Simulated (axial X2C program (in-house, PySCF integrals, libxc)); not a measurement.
**Potential curves of GeO, two-component**

All values were computed with an axial X2C code built on PySCF integrals. Two-component (2c) means X2C with spin–orbit coupling and atomic mean-field two-electron Coulomb and Gaunt terms. Basis: Ge dyall-cv3z [9s9p7d4f1g], O dyall-av3z [7s6p3d2f] (cores contracted in-house); Gaussian nuclei, density fitting, unrestricted open shells. Masses: Ge 73.921 u, O 15.995 u.

State: Ω = 0 (closed shell). Energies in eV from the lowest point of each curve. Fits are polynomials in 1 − R0/R over 0.85 to 1.23 times the lowest point R0.

```json
{"R (Å)": "1.4077", "HF": "1.4071"}
{"R (Å)": "1.4724", "HF": "0.5002"}
{"R (Å)": "1.5209", "HF": "0.1451"}
{"R (Å)": "1.5695", "HF": "0.0000"}
{"R (Å)": "1.6180", "HF": "0.0177"}
{"R (Å)": "1.6746", "HF": "0.1936"}
{"R (Å)": "1.7313", "HF": "0.4931"}
{"R (Å)": "1.8041", "HF": "1.0017"}
{"R (Å)": "1.8931", "HF": "1.7389"}
{"R (Å)": "2.0225", "HF": "2.9029"}
```

One determinant describes the state; a PBE0 search over occupations chose it and may have missed a lower one. Closed shells are restricted here (equal orbitals for both partners); the stretched side of such a curve lies too high.

**Question.** What are Re and ωe at the HF level?

**Answer.** At HF, 2c: Re = 1.587 Å, ωe ≈ 1140 cm⁻¹; Be follows as 0.509 cm⁻¹.
